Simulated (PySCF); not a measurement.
C3H8OSi, SMILES O[SiH]1CCC1.

Geometry optimised at PBE-D3(BJ)/def2-SVP. One conformer was computed; it need not be the lowest.

Two levels are set side by side: TDDFT-PBE/def2-SVPD (PySCF) and TDDFT-B3LYP/def2-SVPD (PySCF). Vertical, same geometry. The lowest singlet is HOMO→LUMO 99 % with PBE and HOMO→LUMO 97 % with the other functional; states are paired by order. Differences are taken from unrounded values.

```csv
quantity,TDDFT-B3LYP
lowest singlet excitation (eV),6.52
lowest triplet excitation (TDA) (eV),6.29
first bright state (f over 0.05) (eV),7.60
its oscillator strength,0.07
```

### Question
What does TDDFT-PBE give, and how far is it from TDDFT-B3LYP? (An estimate is asked for; the answer gives what the named calculation found.)

### Answer

| quantity | TDDFT-PBE | TDDFT-PBE minus TDDFT-B3LYP |
|---|---|---|
| lowest singlet excitation (eV) | 5.97 | -0.55 |
| lowest triplet excitation (TDA) (eV) | 5.77 | -0.52 |
| first bright state (f over 0.05) (eV) | 7.56 | -0.03 |
| its oscillator strength | 0.07 | 0.00 |

A lower first singlet is the usual sign of a functional without exact exchange. Differences between two approximate levels are no errors against the true value.

Rough cost on one machine, each run with all the roots and properties that it gave: TDDFT-B3LYP against TDDFT-PBE about 3 times.
